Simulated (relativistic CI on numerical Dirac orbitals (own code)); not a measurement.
Sc2+ in a cubic cluster: 2p photoemission with charge transfer

Computed with a charge-transfer multiplet model of a cubic metal-ligand cluster with up to 2 ligand holes, Slater and spin-orbit integrals from Dirac-Coulomb-Breit ions, Slater integrals scaled by 0.8. The ground state mixes d1 with configurations of k ligand holes L, whose averages lie at kΔ + k(k − 1)U_dd/2; a core hole lowers each added d electron by U_cd. 300 K, Lorentzian 0.6 eV and Gaussian 0.8 eV FWHM.

Atomic integrals in eV (Slater integrals scaled, ζ unscaled), ground: F2dd 4.710, F4dd 2.885, zeta_d 0.008; with the core hole: F2dd 4.710, F4dd 2.885, zeta_d 0.020, zeta_core 3.005, F2cd 4.113, G1cd 2.955, G3cd 1.675. Where a configuration has fewer than two d electrons, the dd integrals are those of d2.

Cluster parameters (eV): Δ = 6.5, U_cd = 6.2, 10Dq = 1.25, 10Dq(ligand) = 0.6, V(eg) = 1.2, V(t2g) = -0.64, final-state hopping factor = 1.

```
         Case   n_d    d1   d2L  d3L2     S
U_dd = 3.7 eV  1.15  0.86  0.14  0.01  0.50
U_dd = 5.1 eV  1.15  0.86  0.14  0.00  0.50
U_dd = 6.5 eV  1.14  0.86  0.13  0.00  0.50
```

Weights, n_d and S are thermal averages at 300 K. Binding energies count from the first peak over 30 % of the highest in each spectrum, which can be another peak from case to case. The parameters are a model scan and need not match a compound or its usual spin state. Peaks in eV (height, largest 100):
- U_dd = 3.7 eV: 0.0 (100), 5.0 (80), 10.0 (18)
- U_dd = 5.1 eV: 0.0 (100), 5.0 (74), 10.1 (17)
- U_dd = 6.5 eV: 0.0 (100), 5.0 (69), 10.2 (15)

For the case U_dd = 5.1 eV, Δ = 6.5 eV is larger than U_dd = 5.1 eV, the Mott-Hubbard side of the Zaanen-Sawatzky-Allen scheme. With the core hole the average of the configuration with one ligand hole lies at Δ − U_cd = 0.3 eV before mixing: the effective hopping of about 2.8 eV (from the holes of the mixed ground state) is comparable with this gap or larger, so the configurations mix strongly.
